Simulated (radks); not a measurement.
Q: Radial electron density D(r) = 4 pi r^2 rho(r) of an atom or ion with 36 electrons. All-electron calculation, non-relativistic Kohn-Sham, PBE, spin-polarised, spherical densities, point nucleus. Program: a radial shooting solver on a logarithmic mesh with Libxc functionals.

```
   r/bohr * D(r) (the largest magnitude, 99.3, reaches the edge; | marks zero)
 0.001999 |  *
 0.002562 |    *
 0.003256 |      *
 0.004173 |          *
 0.005348 |              *
 0.006798 |                    *
 0.008711 |                           *
  0.01107 |                                 *
  0.01419 |                                      *
  0.01819 |                                        *
  0.02312 |                                       *
  0.02963 |                                     *
  0.03766 |                                    *
  0.04826 |                                         *
  0.06185 |                                                  *
  0.07862 |                                                      *
   0.1007 |                                                 *
   0.1281 |                                        *
   0.1641 |                                        *
   0.2103 |                                              *
   0.2674 |                                        *
   0.3426 |                      *
   0.4356 |            *
   0.5582 |           *
   0.7153 |       *
   0.9093 | *
    1.165 *
    1.481 *
    1.898 *
```

What is the nuclear charge?

A: Z = 59. The innermost maximum, from 1s, lies near 1/Z = 0.0169 bohr (found: 0.0189), and its height grows with Z. The density is that of the praseodymium ion Pr23+ in [Kr]; the configuration itself is not fixed sharply by these data, and Z only to a few units. D(r) has 3 maxima, at r = 0.0189, 0.0780, 0.217 bohr, and minima at 0.0345, 0.144 bohr, inside which lie 1.98, 11.25 electrons.
